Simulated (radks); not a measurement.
Question: These are the eigenvalues of the occupied orbitals of an atom or ion with whole-number occupations (eV). All-electron calculation, scalar-relativistic Kohn-Sham, AM05, spin-unpolarised, spherical densities, point nucleus. Program: a radial shooting solver on a logarithmic mesh with Libxc functionals.

orbital  eigenvalue
1s        -41783.81
2s        -6727.921
2p        -6022.313
3s        -1455.531
3p        -1232.091
3d        -918.0755
4s        -293.5616
4p        -220.5367
4d        -116.1344
5s         -44.9161
5p         -27.3230
6s          -8.0338
4f          -7.0911

Which element is it, and in what charge state? The configuration may be excited.

Answer: Z = 59, praseodymium, charge +1: Pr+ in [Xe] 4f3 6s1. The list shows which subshells hold electrons but not how many an open one holds; the 1s level, -1535.5 hartree, gives Z - s = 55.4 by -(Z - s)^2/2, which with screening and relativity narrows Z to a few neighbours, and the depths of the outer levels then fix element, charge and occupations together.
